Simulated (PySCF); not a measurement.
Al(H)(Cl)(vinyl) (C2H4AlCl), SMILES C=[CH][AlH][Cl]. Atoms are numbered in the order given.

```xyz
8

Al    -0.9608     0.1108     0.0000
H     -2.4669     0.5859     0.0000
Cl     0.5369     1.6020     0.0000
C     -0.3400    -1.7217     0.0000
C      0.9712    -2.0146     0.0000
H     -1.0408    -2.5686     0.0000
H      1.3467    -3.0460     0.0000
H      1.7375    -1.2294     0.0000
```

Geometry: PBE0-D3(BJ)/def2-SVP. The values are those of a single conformer.

Calculation: PBE0-D3(BJ)/def2-SVP (PySCF 2.14.0).

Frequencies are harmonic and unscaled.

Computed harmonic wavenumbers and intensities:
```csv
mode,ν (cm⁻¹),IR (km/mol),moving atoms (share of kinetic energy)
1,114,2.6,"C 40 %, Cl 34 %, H 16 %, Al 11 %"
2,115,0.2,"C 44 %, H 43 %, Al 10 %"
3,327,19.8,"C 47 %, Al 27 %, H 19 %"
4,366,11.8,H 89 %
5,506,44.0,"Al 43 %, Cl 41 %, C 11 %"
6,536,153.9,"H 68 %, C 17 %, Al 14 %"
7,611,12.5,"H 64 %, C 23 %, Al 11 %"
8,713,264.2,"H 46 %, Al 33 %, C 19 %"
9,994,14.4,"H 88 %, C 12 %"
10,1019,25.5,"H 72 %, C 28 %"
11,1057,15.1,H 93 %
12,1266,1.0,"H 71 %, C 28 %"
13,1417,24.0,"H 82 %, C 18 %"
14,1657,22.4,"C 84 %, H 16 %"
15,1977,199.2,H 96 %
16,3123,16.2,H 95 %
17,3146,6.0,"H 92 %, C 8 %"
18,3220,5.7,"H 89 %, C 11 %"
```
